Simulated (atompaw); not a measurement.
# Before and after: PAW (atompaw) potential for niobium

Nb (Z = 41), PAW, made with atompaw 4.2.0.5 (PBE, scalar-relativistic). Core [Ar] 3d10, reference 4s2 4p6 4d2 5s0 5p0 (charge +3). Waves: 4s (bound): rc 1.40 bohr; 5s (bound, empty): rc 2.35 bohr; 4p (bound): rc 1.95 bohr; 5p (bound, empty): rc 2.10 bohr; 4d (bound): rc 2.35 bohr; 4d channel at -1 Ry: rc 2.35 bohr. Local part: bessel scheme, radius 1.60 bohr. Core correction: smooth core density matched at 2.20 bohr. Augmentation charge: besselshape compensation charge, radius 2.30 bohr; PAW radius 2.35 bohr; waves and projectors: custom polynom2 7 10 vanderbiltortho.

All-electron outer shells of the reference configuration (PBE, scalar-relativistic, ld1.x):

```json
{"shell": "3d", "level (eV)": "-227.70", "outermost node (bohr)": "–", "outermost maximum (bohr)": "0.33"}
{"shell": "4s", "level (eV)": "-88.94", "outermost node (bohr)": "0.53", "outermost maximum (bohr)": "1.02"}
{"shell": "4p", "level (eV)": "-64.63", "outermost node (bohr)": "0.54", "outermost maximum (bohr)": "1.12"}
{"shell": "4d", "level (eV)": "-30.60", "outermost node (bohr)": "0.55", "outermost maximum (bohr)": "1.40"}
{"shell": "5s", "level (eV)": "-25.56", "outermost node (bohr)": "1.36", "outermost maximum (bohr)": "2.58"}
{"shell": "5p", "level (eV)": "-19.88", "outermost node (bohr)": "1.53", "outermost maximum (bohr)": "3.00"}
```

Change: local potential troulliermartins scheme with l = 3 at 0.5 Ry, radius 1.60 bohr.

Cutoffs: the cutoffs (Ry, on a coarse ladder) from which the occupation-weighted sum of valence levels, in a spherical-Bessel basis at the reference potential, stays within 10 and 1 mRy of its value at 400 Ry; they do not see the model core or the augmentation charge, which bear on the density cutoff.

Question: What does the change do?

Answer: The potential gets softer (25 Ry and 40 Ry → 21 Ry and 40 Ry); neither file shows a bound ghost.

| quantity | base | changed |
| --- | --- | --- |
| cutoff, loose | 25 Ry | 21 Ry |
| cutoff, tight | 40 Ry | 40 Ry |
| bound ghosts | none | none |
| s: phases at 2.36 bohr within 0.05 rad from the reference energy up to (Ry; the scan ends near 5) | -1.6 | -1.5 |
| p: phases at 2.36 bohr within 0.05 rad from the reference energy up to (Ry; the scan ends near 5) | to the end of the scan | 4.2 |
| d: phases at 2.36 bohr within 0.05 rad from the reference energy up to (Ry; the scan ends near 5) | 1.5 | 1.6 |
| lowest overlap eigenvalue by channel | s 0.45, p 0.87, d 0.90 | s 0.42, p 0.82, d 0.89 |

 The cutoffs see the waves, projectors and local potential, not the compensation charge or the core.
